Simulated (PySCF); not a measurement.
One of the candidates below gave these computed data.

All candidates are C9H13F.

| technique | computed result |
| --- | --- |
| 1H NMR | chemical shifts (computed TMS as zero) by class: 6.61 (1 H), 6.12 (1 H), 2.16 (1 H), 1.79 (1 H), 1.70 (1 H), 1.69 (1 H), 1.62 (1 H), 1.40 (1 H), 1.22 (1 H), 1.21 (1 H), 1.04 (3 H) ppm [GIAO PBE0/pcSseg-1] |
| Rotational structure | rotational constants A, B, C: 2.538, 1.038, 0.960 GHz [GFN2-xTB] |
| NMR, other nuclei | isotropic shieldings of nuclei other than C and H, by class: 380 (1 F) ppm [GIAO PBE0/pcSseg-1] |
| 13C NMR | chemical shifts (computed TMS as zero) by class: 146.7 (1 C), 145.5 (1 C), 109.6 (1 C), 58.1 (1 C), 53.1 (1 C), 36.7 (1 C), 34.2 (1 C), 31.2 (1 C), 13.8 (1 C) ppm [GIAO PBE0/pcSseg-1] |
| Dipole | 2.06 D [PBE0/pcSseg-1] |

Gas-phase values; electronic properties from PySCF, density fitting. Levels stand in brackets. Isolated species at its GFN2-xTB geometry (one conformer only). Each NMR value is the plain mean over a class of atoms that symmetry, rotation or inversion makes alike.

Question: Which candidate is it?
A. `CC[C@@]12C=C[C@@](F)(CC1)C2`
B. `C#CC/C(C)=C(\C)CCF`
C. `C/C1=C/[C@@H](F)C/C=C\CC1`
D. `C=C(C)[C@@]1(C(C)C)C=C1F`

Answer: A. It is `CC[C@@]12C=C[C@@](F)(CC1)C2`. Numbering: `[CH3:1][CH2:2][C@@:3]12[CH:4]=[CH:5][C@@:6]([F:7])([CH2:8][CH2:9]1)[CH2:10]2`. Its formula, C9H13F, gives 3 degrees of unsaturation: 2 rings and 1 π bond in the structure found. 9 carbons fall into 9 classes; from least to most shielded: alkene CH carbon [C5] (146.7 ppm), alkene CH carbon [C4] (145.5 ppm), sp3 C–F carbon [C6] (109.6 ppm), ring CH2 carbon [C10] (58.1 ppm), sp3 carbon at a ring junction [C3] (53.1 ppm), ring CH2 carbon [C9] (36.7 ppm), ring CH2 carbon [C8] (34.2 ppm), chain CH2 carbon [C2] (31.2 ppm), methyl carbon [C1] (13.8 ppm). Hydrogen classes from least to most shielded: 1 H on an alkene CH carbon, C5 (6.61 ppm), 1 H on an alkene CH carbon, C4 (6.12 ppm), 1 H on a ring CH2 carbon, C8 (2.16 ppm), 1 H on a ring CH2 carbon, C10 (1.79 ppm), 1 H on a ring CH2 carbon, C9 (1.70 ppm), 1 H on a chain CH2 carbon, C2 (1.69 ppm), 1 H on a ring CH2 carbon, C8 (1.62 ppm), 1 H on a chain CH2 carbon, C2 (1.40 ppm), 1 H on a ring CH2 carbon, C9 (1.22 ppm), 1 H on a ring CH2 carbon, C10 (1.21 ppm), 3 H on a methyl carbon, C1 (1.04 ppm). The other shieldings belong to: 380 ppm, alkyl fluorine [F7]. The optimised geometry has point group C1 and is an asymmetric top.

The others, at the same levels:
- `C#CC/C(C)=C(\C)CCF` fails: its computed 13C shifts are 138.3 (1 C), 132.6 (1 C), 87.2 (1 C), 84.2 (1 C), 73.1 (1 C), 41.7 (1 C), 26.2 (1 C), 21.8 (1 C), 21.5 (1 C) ppm, 1H shifts are 4.58 (2 H), 2.78 (2 H), 2.66 (2 H), 1.98 (3 H), 1.94 (3 H), 1.27 (1 H) ppm and rotational constant A is 2.002 GHz (against 2.538 GHz).
- `C/C1=C/[C@@H](F)C/C=C\CC1` fails: its computed 13C shifts are 147.6 (1 C), 145.4 (1 C), 140.4 (1 C), 137.3 (1 C), 96.0 (1 C), 43.9 (1 C), 38.7 (1 C), 32.1 (1 C), 28.5 (1 C) ppm, 1H shifts are 6.54 (1 H), 6.46 (1 H), 6.33 (1 H), 5.10 (1 H), 2.70 (1 H), 2.60 (1 H), 2.22 (1 H), 1.99 (1 H), 1.96 (3 H), 1.91 (1 H), 1.88 (1 H) ppm and rotational constant A is 1.529 GHz (against 2.538 GHz).
- `C=C(C)[C@@]1(C(C)C)C=C1F` fails: its computed 13C shifts are 163.4 (1 C), 156.1 (1 C), 117.3 (1 C), 85.9 (1 C), 57.4 (1 C), 31.8 (1 C), 28.2 (1 C), 24.8 (1 C), 23.0 (1 C) ppm, 1H shifts are 5.54 (1 H), 5.31 (1 H), 5.16 (1 H), 2.38 (1 H), 1.80 (3 H), 1.07 (3 H), 0.75 (3 H) ppm and rotational constant A is 1.482 GHz (against 2.538 GHz).

Each candidate is one conformer, not necessarily the lowest. The conformers computed, where there is a choice (atom-mapped SMILES and torsion angles):
- `[CH:1]#[C:2][CH2:3]/[C:4]([CH3:5])=[C:6](\[CH3:7])[CH2:8][CH2:9][F:10]`: C2–C3–C4–C5 -95°, C4–C6–C8–C9 93°, C6–C8–C9–F10 179°
- `[CH2:1]=[C:2]([CH3:3])[C@@:4]1([CH:5]([CH3:6])[CH3:7])[CH:8]=[C:9]1[F:10]`: C1–C2–C4–C5 -22°, C2–C4–C5–C6 170°

The conformers of `CC[C@@]12C=C[C@@](F)(CC1)C2` and `C/C1=C/[C@@H](F)C/C=C\CC1` aren't listed.
